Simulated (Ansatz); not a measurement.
Consider the redistribution: `[CH3][AlH][C]#N` + `B[SiH2]C[SiH3]` → `B[SiH2][CH2][AlH][CH3]` + `N#C[SiH3]`.

Program: Ansatz. Geometries: PBE0-D4/def2-TZVP. ΔE: electronic, gas phase. CBS: MP2 limit from def2 TZ/QZ plus the TZ coupled-cluster correction, frozen cores. This one scheme is used for every species. Functionals use def2-TZVPP. Each species was taken in one conformer, which may not be the lowest.

`[CH3][AlH][C]#N`:

```xyz
8

C    -0.382    0.169   -1.222
Al   -0.382    0.032    0.708
C     1.293   -0.393    1.600
N     2.295   -0.645    2.115
H    -1.072   -0.559   -1.660
H    -0.733    1.157   -1.540
H     0.606    0.003   -1.654
H    -1.626    0.235    1.655
```

`B[SiH2]C[SiH3]`:

Cartesian coordinates in Å:
```
B 0.707 -0.622 2.576
Si 0.620 -0.612 0.569
C -0.655 0.536 -0.197
Si -0.618 0.590 -2.067
H 1.376 -1.442 3.135
H 0.141 0.181 3.260
H 0.400 -2.000 0.064
H 1.986 -0.206 0.108
H -1.653 0.224 0.130
H -0.496 1.547 0.192
H -0.851 -0.769 -2.626
H 0.709 1.070 -2.539
H -1.665 1.502 -2.604
```

`B[SiH2][CH2][AlH][CH3]`:

```xyz
15

B    -1.282    1.052    0.956
Si   -0.637   -0.815    1.346
C     1.142   -0.989    0.784
Al    1.199   -0.560   -1.117
C     0.047    0.897   -1.738
H    -0.611    1.984    1.303
H    -2.342    1.305    0.463
H    -1.464   -1.853    0.658
H    -0.817   -1.040    2.816
H     1.561   -1.970    1.021
H     1.730   -0.233    1.322
H     2.077   -1.377   -2.161
H    -0.291    1.585   -0.948
H     0.541    1.522   -2.490
H    -0.853    0.492   -2.215
```

`N#C[SiH3]`:

```xyz
6

N    -1.666   -1.181   -1.288
C    -0.870   -0.618   -0.674
Si    0.404    0.287    0.313
H     1.144   -0.716    1.109
H    -0.307    1.248    1.183
H     1.296    0.981   -0.642
```

Q: Is it downhill or uphill in electronic energy at CCSD(T)/CBS, and by how much? (Estimate.)

A: Computed: Uphill: ΔE = +0.32 eV.

Q: What do these levels give: r2SCAN-D4, PBE0-D4, B2PLYP, PBE, r2SCAN, PBE0, MP2/def2-TZVPP, SCS-MP2/def2-TZVPP, CCSD/def2-TZVPP, MP2/def2-QZVPP, MP2/CBS(def2), CCSD/CBS(def2)? (Estimate.)

A: Computed: r2SCAN-D4 0.28, PBE0-D4 0.28, B2PLYP 0.36, PBE 0.29, r2SCAN 0.29, PBE0 0.32, MP2/def2-TZVPP 0.31, SCS-MP2/def2-TZVPP 0.35, CCSD/def2-TZVPP 0.36, MP2/def2-QZVPP 0.30, MP2/CBS(def2) 0.30, CCSD/CBS(def2) 0.35 eV.

Largest T1 diagnostic among the species: 0.013.

In def2-TZVPP, CCSD(T) changes the Hartree–Fock value by −0.21 eV (the triples alone add −0.03 eV) and MP2 by −0.22 eV. From PBE to PBE0 (25 % exact exchange), in def2-TZVPP and without D4, ΔE moves by +0.04 eV.
